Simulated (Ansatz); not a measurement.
Two structures of GeH6Se, closed shell, reached by relaxing down either side of one saddle point (PBE0-D4/def2-TZVP). Energies are electronic, without zero-point energy. Ansatz 0.2.0; basis: def2-TZVPP and def2-QZVPP; cores frozen in the correlated methods. Filled d shells of the heavier atoms are correlated. The def2 sets are not built for correlating such inner shells, so the correlated values are less sure here. Extrapolation: Hartree–Fock as exp(−7.88 √X), correlation as X^−2.97. First:

```
8
angstrom
Ge -1.0162 0.6426 -0.8539
H 0.1100 -0.1790 -1.4955
H -1.9348 -0.2788 -0.0435
H -0.4139 1.7169 0.0601
H -1.8316 1.3253 -1.9647
H 1.6323 -2.0120 0.8547
Se 1.2435 -1.1114 1.9453
H 2.2106 -0.1036 1.4976
```

Second:

```
8
angstrom
Ge -0.7867 0.7856 0.3361
H 0.6831 -2.0250 -2.0931
H -2.0770 -0.0402 0.3953
H -0.9976 2.1628 0.9816
H -0.3144 0.9497 -1.1151
H 0.8379 -1.8570 -1.3811
Se 0.7855 -0.4659 1.5696
H 1.8691 0.4900 1.3067
```

Task: Which bonds change from the first to the second?

Result: GeH₄ + H₂Se → GeH₄Se ([GeH3][SeH]) + H₂; bonds formed: Ge1–Se7, H2–H6; bonds broken: Ge1–H2, H6–Se7.

Task: Give the saddle point's structure and its height above each. (To be estimated.)

Result: Computed: 226.1 kJ/mol above the first and 259.7 kJ/mol above the second (CCSD(T) at an estimated basis limit (MP2 extrapolated from triple and quadruple zeta, plus CCSD(T) − MP2 in triple zeta)).
Ge1  (-0.726, 0.436, -0.293)
H2  (0.309, -0.822, -1.125)
H3  (-1.903, -0.445, 0.115)
H4  (-0.478, 1.697, 0.551)
H5  (-0.876, 0.949, -1.751)
H6  (0.659, -1.023, -0.269)
Se7  (0.967, -0.861, 1.563)
H8  (2.047, 0.070, 1.210)
(Å)

The T1 diagnostic stays at or below 0.014.

Labels in which every atom is bracketed show which atoms are joined, not bond orders.

For scale, one of the runs: CCSD(T)/def2-TZVPP, 180 basis functions, launched by `ansatz run in.yaml --threads 4 --pin off --events-out ev --progress --plain --max-ram 9574MiB`. Hardware: 4 CPU threads of an Arm Neoverse V1, shared host. Wall time 45 s; peak host memory 1.7 GiB.
